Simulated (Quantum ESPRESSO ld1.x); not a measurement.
Question: Radial electron density D(r) = 4 pi r^2 rho(r) of an atom or ion with 3 electrons. Calculated with ld1.x of Quantum ESPRESSO 7.5: scalar-relativistic Kohn-Sham, LDA (Slater exchange, Perdew-Wang correlation), spin-polarised, spherical densities, point nucleus.

| r (bohr) | D(r) (e/bohr) | spin D(r) |
|---|---|---|
| 0.001356 | 0.8880 | 0.0518 |
| 0.001493 | 1.058 | 0.0617 |
| 0.001644 | 1.258 | 0.0733 |
| 0.001809 | 1.495 | 0.0871 |
| 0.001991 | 1.775 | 0.103 |
| 0.002192 | 2.104 | 0.122 |
| 0.002413 | 2.490 | 0.145 |
| 0.002656 | 2.942 | 0.171 |
| 0.0029 | 3.422 | 0.199 |
| 0.003193 | 4.029 | 0.234 |
| 0.003514 | 4.733 | 0.274 |
| 0.003868 | 5.546 | 0.321 |
| 0.004258 | 6.483 | 0.374 |
| 0.004687 | 7.555 | 0.435 |
| 0.005159 | 8.776 | 0.504 |
| 0.005679 | 10.16 | 0.582 |
| 0.006252 | 11.71 | 0.669 |
| 0.006881 | 13.45 | 0.765 |
| 0.007575 | 15.37 | 0.869 |
| 0.008338 | 17.47 | 0.982 |
| 0.009178 | 19.74 | 1.10 |
| 0.0101 | 22.18 | 1.23 |
| 0.01112 | 24.74 | 1.35 |
| 0.01224 | 27.38 | 1.48 |
| 0.01337 | 29.83 | 1.59 |
| 0.01471 | 32.46 | 1.69 |
| 0.0162 | 34.97 | 1.78 |
| 0.01783 | 37.25 | 1.84 |
| 0.01963 | 39.20 | 1.86 |
| 0.0216 | 40.68 | 1.84 |
| 0.02378 | 41.60 | 1.77 |
| 0.02618 | 41.83 | 1.64 |
| 0.02881 | 41.30 | 1.45 |
| 0.03172 | 39.97 | 1.22 |
| 0.03491 | 37.84 | 0.937 |
| 0.03843 | 34.96 | 0.640 |
| 0.0423 | 31.47 | 0.358 |
| 0.04656 | 27.54 | 0.130 |
| 0.05126 | 23.42 | 0.00524 |
| 0.05642 | 19.36 | 0.0344 |
| 0.06161 | 15.92 | 0.236 |
| 0.06782 | 12.68 | 0.676 |
| 0.07465 | 10.14 | 1.36 |
| 0.08217 | 8.369 | 2.26 |
| 0.09045 | 7.340 | 3.31 |
| 0.09957 | 6.927 | 4.43 |
| 0.1096 | 6.925 | 5.47 |
| 0.1206 | 7.095 | 6.31 |
| 0.1328 | 7.206 | 6.82 |
| 0.1462 | 7.081 | 6.90 |
| 0.1609 | 6.627 | 6.55 |
| 0.1771 | 5.848 | 5.82 |
| 0.195 | 4.832 | 4.82 |
| 0.2146 | 3.715 | 3.71 |
| 0.2362 | 2.641 | 2.64 |
| 0.26 | 1.726 | 1.73 |
| 0.284 | 1.079 | 1.08 |
| 0.3126 | 0.5876 | 0.588 |
| 0.3441 | 0.2875 | 0.287 |
| 0.3787 | 0.1251 | 0.125 |
| 0.4169 | 0.04794 | 0.0479 |
| 0.4589 | 0.01597 | 0.0160 |
| 0.5051 | 0.004563 | 0.00456 |
| 0.556 | 0.001103 | 0.00110 |

What is the nuclear charge?

Answer: Z = 37. The innermost maximum, from 1s, lies near gamma/Z bohr with gamma = sqrt(1 - (Z/c)^2) = 0.963, here 0.026 bohr (found: 0.0258), and its height grows with Z. The density is that of the rubidium ion Rb34+ in [He] 2s1; the configuration itself is not fixed sharply by these data, and Z only to a few units. D(r) has 2 maxima, at r = 0.0258, 0.134 bohr, and minima at 0.104 bohr, inside which lie 2.12 electrons.
